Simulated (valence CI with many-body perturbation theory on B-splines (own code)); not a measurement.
**Os²⁺: E2, M1 decay**

Level of theory: valence CI with perturbative core correlation (CI+MBPT): six valence electrons over a frozen Dirac-Fock core [Xe] 4f14, a basis of 7 s, 7 p, 8 d, 6 f, 4 g, 1 h functions for each j, with the one-electron correlation potential Σ1, the two-electron term Σ2, the three-electron term Σ3, Breit, model QED; selected CI, second order for the rest, scaled by the run's own slope (own B-spline code, finite nucleus).

No measured levels were compared; by estimate terms of the open shell hold to 2 to 4 % of their energy, and close levels can change places; different configurations can be misplaced against each other by 1,000 to 8,000 cm⁻¹. Among the levels kept, up to 2700 cm⁻¹ of a level comes from second order outside the variational space, and about a tenth of that is noise between levels of different J, which matters for small intervals. Only levels of the ground parity were solved; by the run's estimate the other parity begins above the list, which can be wrong where configurations are misplaced.

Lines 51 to 100 of 116 in falling wavelength, among levels below 29949 cm⁻¹, chosen from the decays that carry over 1 % of a level's rate. Wavelengths and rates use the calculated energies, so an error of 2000 cm⁻¹ moves a line at 7884 Å by 16 % and its rate by three times that or more. Electric multipoles are in the length gauge, E1 and E2 with the static RPA response of the core. S is in atomic units (e²a₀⁴ for E2 and M2, e²a₀⁶ for E3), for M1 in squared Bohr magnetons. Weak lines are less certain than strong ones. Lines between different terms over intervals too small for the method are left out, as are lines whose strength nearly cancels. Where a level lies close to another of its J and parity, the split of strength between their lines is uncertain.

Names give the largest LS component (configuration and term), which can be under half, so a name can repeat, a term be missing and a line seem to break the LS rules; names also repeat where a configuration has a term twice. Letters in brackets count levels of one name in rising energy.

| λ vac (Å) | Upper | Lower | Type | A (s⁻¹) | S (a.u.) |
| --- | --- | --- | --- | --- | --- |
| 7884 | 5d⁶ ³F_2 | 5d⁶ ⁵D_1 | M1 | 5.95e-01 | 5.40e-02 |
| 7794 | 5d⁶ ³G_4 [a] | 5d⁶ ⁵D_4 | M1 | 9.37e+00 | 1.48e+00 |
| 7574 | 5d⁶ ³F_3 | 5d⁶ ⁵D_3 | M1 | 2.74e+00 | 3.09e-01 |
| 7509 | 5d⁶ ³F_3 | 5d⁶ ⁵D_2 | M1 | 8.94e-01 | 9.82e-02 |
| 7486 | 5d⁵6s ⁵G_3 [a] | 5d⁶ ³G_4 [a] | M1 | 5.98e-01 | 6.51e-02 |
| 7486 | 5d⁶ ¹S_0 | 5d⁶ ⁵D_1 | M1 | 2.37e+01 | 3.69e-01 |
| 7078 | 5d⁶ ³D_1 | 5d⁶ ⁵D_0 | M1 | 5.04e+00 | 1.99e-01 |
| 6961 | 5d⁶ ³D_1 | 5d⁶ ⁵D_1 | M1 | 3.73e+00 | 1.40e-01 |
| 6859 | 5d⁶ ³F_2 | 5d⁶ ⁵D_3 | M1 | 9.96e-01 | 5.96e-02 |
| 6805 | 5d⁶ ³F_2 | 5d⁶ ⁵D_2 | M1 | 3.96e+00 | 2.31e-01 |
| 6527 | 5d⁶ ³F_2 | 5d⁵6s ⁷S_3 | M1 | 2.07e-01 | 1.07e-02 |
| 6457 | 5d⁶ ³P_2 [b] | 5d⁶ ⁵D_1 | M1 | 1.92e-01 | 9.57e-03 |
| 6259 | 5d⁶ ³G_5 | 5d⁶ ⁵D_4 | M1 | 6.69e-01 | 6.69e-02 |
| 6259 | 5d⁶ ³G_5 | 5d⁶ ⁵D_4 | E2 | 2.29e-02 | 2.17e+00 |
| 6020 | 5d⁵6s ⁵S_2 | 5d⁶ ⁵D_1 | E2 | 1.79e-01 | 6.32e+00 |
| 5930 | 5d⁶ ³H_6 | 5d⁶ ⁵D_4 | E2 | 1.04e-03 | 8.87e-02 |
| 5755 | 5d⁶ ³H_4 | 5d⁶ ⁵D_3 | M1 | 5.63e-01 | 3.58e-02 |
| 5752 | 5d⁶ ³P_2 [b] | 5d⁶ ⁵D_3 | M1 | 1.51e+00 | 5.33e-02 |
| 5752 | 5d⁶ ³F_3 | 5d⁶ ⁵D_4 | M1 | 4.77e+00 | 2.36e-01 |
| 5715 | 5d⁶ ³P_2 [b] | 5d⁶ ⁵D_2 | M1 | 3.36e+00 | 1.16e-01 |
| 5715 | 5d⁶ ³P_2 [b] | 5d⁶ ⁵D_2 | E2 | 1.34e-01 | 3.66e+00 |
| 5599 | 5d⁶ ³D_3 | 5d⁶ ⁵D_3 | M1 | 9.27e-01 | 4.22e-02 |
| 5520 | 5d⁶ ³H_4 | 5d⁵6s ⁷S_3 | M1 | 4.05e-01 | 2.27e-02 |
| 5517 | 5d⁶ ³P_2 [b] | 5d⁵6s ⁷S_3 | M1 | 4.37e+00 | 1.36e-01 |
| 5405 | 5d⁶ ³G_4 [b] | 5d⁶ ⁵D_3 | M1 | 3.63e-01 | 1.91e-02 |
| 5404 | 5d⁵6s ⁵S_2 | 5d⁶ ⁵D_3 | E2 | 5.10e-01 | 1.05e+01 |
| 5376 | 5d⁶ ³D_3 | 5d⁵6s ⁷S_3 | M1 | 7.15e+00 | 2.88e-01 |
| 5370 | 5d⁵6s ⁵S_2 | 5d⁶ ⁵D_2 | M1 | 1.63e+00 | 4.69e-02 |
| 5370 | 5d⁵6s ⁵S_2 | 5d⁶ ⁵D_2 | E2 | 3.54e-01 | 7.06e+00 |
| 5197 | 5d⁶ ³G_4 [b] | 5d⁵6s ⁷S_3 | M1 | 1.40e-01 | 6.56e-03 |
| 5196 | 5d⁵6s ⁵S_2 | 5d⁵6s ⁷S_3 | M1 | 1.08e+00 | 2.82e-02 |
| 5196 | 5d⁵6s ⁵S_2 | 5d⁵6s ⁷S_3 | E2 | 2.87e-01 | 4.85e+00 |
| 5038 | 5d⁵6s ⁵G_2 | 5d⁶ ⁵D_0 | E2 | 2.04e-01 | 2.96e+00 |
| 4988 | 5d⁶ ³G_3 | 5d⁶ ⁵D_3 | M1 | 1.81e+00 | 5.82e-02 |
| 4978 | 5d⁵6s ⁵G_2 | 5d⁶ ⁵D_1 | E2 | 5.01e-01 | 6.84e+00 |
| 4972 | 5d⁵6s ⁵G_3 [a] | 5d⁶ ⁵D_1 | E2 | 1.86e-01 | 3.54e+00 |
| 4960 | 5d⁶ ³G_3 | 5d⁶ ⁵D_2 | M1 | 6.69e-01 | 2.12e-02 |
| 4811 | 5d⁶ ³G_3 | 5d⁵6s ⁷S_3 | M1 | 6.86e-01 | 1.98e-02 |
| 4672 | 5d⁶ ³P_1 | 5d⁶ ⁵D_0 | M1 | 7.90e-01 | 8.96e-03 |
| 4638 | 5d⁶ ³H_4 | 5d⁶ ⁵D_4 | M1 | 5.37e+00 | 1.79e-01 |
| 4637 | 5d⁶ ³P_2 [b] | 5d⁶ ⁵D_4 | E2 | 4.99e-01 | 4.78e+00 |
| 4621 | 5d⁶ ³P_1 | 5d⁶ ⁵D_1 | M1 | 1.81e+00 | 1.99e-02 |
| 4549 | 5d⁵6s ⁵G_2 | 5d⁶ ⁵D_3 | E2 | 2.93e-01 | 2.55e+00 |
| 4549 | 5d⁵6s ⁵G_2 | 5d⁶ ⁵D_3 | M1 | 2.36e-01 | 4.11e-03 |
| 4544 | 5d⁵6s ⁵G_3 [a] | 5d⁶ ⁵D_3 | M1 | 3.68e+00 | 8.97e-02 |
| 4537 | 5d⁶ ³D_3 | 5d⁶ ⁵D_4 | M1 | 3.35e+00 | 8.13e-02 |
| 4525 | 5d⁵6s ⁵G_2 | 5d⁶ ⁵D_2 | E2 | 4.90e-02 | 4.15e-01 |
| 4525 | 5d⁵6s ⁵G_2 | 5d⁶ ⁵D_2 | M1 | 3.73e-02 | 6.40e-04 |
| 4520 | 5d⁵6s ⁵G_3 [a] | 5d⁶ ⁵D_2 | E2 | 1.93e-01 | 2.27e+00 |
| 4408 | 5d⁶ ³G_4 [b] | 5d⁶ ⁵D_4 | M1 | 2.10e+00 | 6.01e-02 |
